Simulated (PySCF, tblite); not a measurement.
Compound: C₅H₁₁NOSi₂.
Geometry (GFN2-xTB, Å), atoms numbered from 1 in this order:
```xyz
20
C5H11NOSi2 angstrom
N      5.1386   -1.5102   -0.8526
C      4.1287   -1.2118   -0.4015
Si     2.4909   -0.7213    0.3673
C      1.3085   -0.5307   -1.1264
C      0.0417   -0.0881   -0.4802
O      0.0217   -0.0114    0.7333
C     -1.1646    0.2313   -1.3038
C     -2.1130    1.1497   -0.5446
Si    -2.4152    0.5789    1.2580
H      2.7295    0.5621    1.0193
H      2.0988   -1.8359    1.2231
H      1.6363    0.2003   -1.8662
H      1.1408   -1.4602   -1.6726
H     -0.8625    0.6448   -2.2702
H     -1.6623   -0.7249   -1.5022
H     -1.6956    2.1575   -0.5365
H     -3.0552    1.2075   -1.0880
H     -3.8209    0.9451    1.5174
H     -2.3472   -0.8789    1.3571
H     -1.6042    1.3069    2.2244
```

Method: PBE0/pcSseg-1 in PySCF (dipole) on a GFN2-xTB geometry, gas phase.

Take the most abundant isotopes and a rigid rotor. The values belong to one conformer with, in the numbering `[N:1]#[C:2][SiH2:3][CH2:4][C:5](=[O:6])[CH2:7][CH2:8][SiH3:9]`, C2–Si3–C4–C5 -178°, Si3–C4–C5–O6 -3°, C4–C5–C7–C8 -158°, C5–C7–C8–Si9 -46°.

Task: Give the principal moments of inertia and the rotational constants in MHz.

Result: Ia = 135.33, Ib = 1123.23, Ic = 1227.52 u·Å²; 505379 MHz·u·Å²/I gives A = 3734, B = 449.9, C = 411.7 MHz.

Task: Classify the top.

Result: A near-prolate asymmetric top; Ray's κ = -0.977.

Task: What does the inertial defect say?

Result: Not planar: Δ = Ic − Ia − Ib = -31.04 u·Å². For a rigid frame Δ = −2 Σ m c², so Σ m c² = 15.52 u·Å² lies off the ab plane: 11.79 from hydrogen and 3.73 from heavier atoms. The atom farthest from that plane is 1.54 Å away.

Task: Give the other two planar moments, Paa and Pbb, and the rms extents of the mass along the axes.

Result: Paa = Σ m a² = (Ib + Ic − Ia)/2 = 1107.71 and Pbb = Σ m b² = (Ia + Ic − Ib)/2 = 119.81 u·Å². With the mass M = 157.04 u, the rms extents √(P/M) along a, b and c are 2.66, 0.87, 0.31 Å.

Task: Predict some low-J microwave lines.

Result: The dipole components are |μa| = 3.10 D, |μb| = 2.53 D, |μc| = 0.16 D. Intensities carry the squares of the components, which stand as 1.00 : 0.67 : 0.00 (a : b : c). Some lines, for components of 0.1 D or more:

```
type  branch         J(Ka,Kc)    MHz  lower level (cm⁻¹)
   a       R  2(1,1) ← 1(1,0)   1762               0.140
   a       R  3(1,3) ← 2(1,2)   2527               0.195
   a       R  3(1,2) ← 2(1,1)   2642               0.198
   c       Q  3(1,3) ← 3(0,3)   3190               0.172
   a       R  4(3,1) ← 3(3,0)   3447               1.164
   c       R  4(2,2) ← 3(1,2)  13248               0.286
   b       R  4(2,2) ← 3(1,3)  13477               0.279
   c       Q  3(3,1) ← 3(2,1)  16517               0.613
   c       R  4(3,1) ← 3(2,1)  19964               0.613
   c       R  4(3,2) ← 3(2,2)  19966               0.613
   b       R  4(3,1) ← 3(2,2)  19966               0.613
```

Task: Estimate the classical rotational partition function at 25 K, 100 K and 200 K.

Result: Point group C1, symmetry number σ = 1; q = (√π/σ)·√((kT/h)³/(ABC)), k/h = 20836.6 MHz/K: 25300 at 25 K, 203000 at 100 K, 573000 at 200 K.

Its GFN2-xTB frequencies are all real (lowest 28 cm⁻¹). Zero-point vibration and centrifugal distortion are left out. A rigid rotor knows nothing of internal rotation, which can split or shift real lines. Quadrupole hyperfine structure (14N) is left out.
